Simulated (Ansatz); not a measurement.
Isomers of Mg9Se9 (singlet), relaxed with PBE-D4/def2-SVP; total energies from Ansatz at PBE0-D4/def2-TZVP.

```csv
isomer,description,energy (Eh)
A,point group not assigned; 27 × Mg–Se 2.43 to 2.92 Å; 1 × Se–Se 2.42 Å; 1 × Mg–Mg 2.81 Å,-23412.36743
B,point group not assigned; 29 × Mg–Se 2.40 to 2.99 Å,-23412.44115
C,point group not assigned; 30 × Mg–Se 2.52 to 3.09 Å; 1 × Mg–Mg 2.83 Å; 1 × Se–Se 2.46 Å,-23412.37174
D,point group not assigned; 30 × Mg–Se 2.43 to 2.96 Å,-23412.44518
```

Single mean-field runs in def2-TZVP are fitted with def2-universal-jkfit.

The isomers come from a short search, and lower ones may exist.

Q: Work out the relative energies (1 Eh = 2625.5 kJ/mol) and the Boltzmann populations at 298 K from electronic energies alone (R = 8.314 J/mol/K).

A: ΔE: A 204.1, B 10.6, C 192.8, D 0.0 kJ/mol. RT = 2.48 kJ/mol. Factors exp(−ΔE/RT): A 1.81e-36, B 0.0139, C 1.73e-34, D 1; sum 1.014. Populations: A 0.0 %, B 1.4 %, C 0.0 %, D 98.6 %. Zero-point energy, vibrational entropy and symmetry numbers are left out and can shift these; an error of 4 kJ/mol changes a ratio by a factor of 5.0. Over the other density-functional and correlated levels in def2 sets, the gap between D and B ranges from 13 to 26 kJ/mol.
